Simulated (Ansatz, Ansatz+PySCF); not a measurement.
```xyz
3

S     0.0000    0.0000   -0.1560
H     0.0000    1.4573    1.2482
H     0.0000   -1.4573    1.2482
```

Basis set: 6-31G* (spherical functions). Left uncorrelated: 5 orbitals. Charge 0, multiplicity 1.

Computed with Ansatz (development build ahead of 0.2.0); each method stands on the lowest determinant of its kind that the runs found. Restricted open shells among the atoms or ions are ROHF, correlated in semicanonical orbitals with singles.

(1) Give the atomization energy at this shape (free ground-state atoms in the same class of orbitals less the molecule, no zero-point energy) of singlet H₂S by UHF-CCSDT(Q), RHF-CCSD(T), UHF-CCSD(T), RHF-MP2, UHF-MP2, UHF, RHF.

Answers

(1)

| method | atomization energy |
| --- | --- |
| UHF-CCSDT(Q) | 2.79 eV |
| RHF-CCSD(T) | 2.78 eV |
| UHF-CCSD(T) | 2.66 eV |
| RHF-MP2 | 1.92 eV |
| UHF-MP2 | 1.41 eV |
| UHF | 0.90 eV |
| RHF | 0.07 eV |

Caution for UHF-CCSDT(Q), UHF-CCSD(T), UHF-MP2: a plain start can end on a higher determinant. Caution for UHF-CCSDT(Q), RHF-CCSD(T), UHF-CCSD(T), RHF-MP2, UHF-MP2: bonds are stretched, where a single reference can fail. Caution for UHF-CCSDT(Q), UHF-CCSD(T), UHF-MP2, UHF: the unrestricted determinant is a mixture of spin states. Caution for RHF-CCSD(T), RHF-MP2, RHF: an unrestricted determinant lies well below. Caution for UHF-CCSD(T), UHF-MP2: another reference gives a lower total.
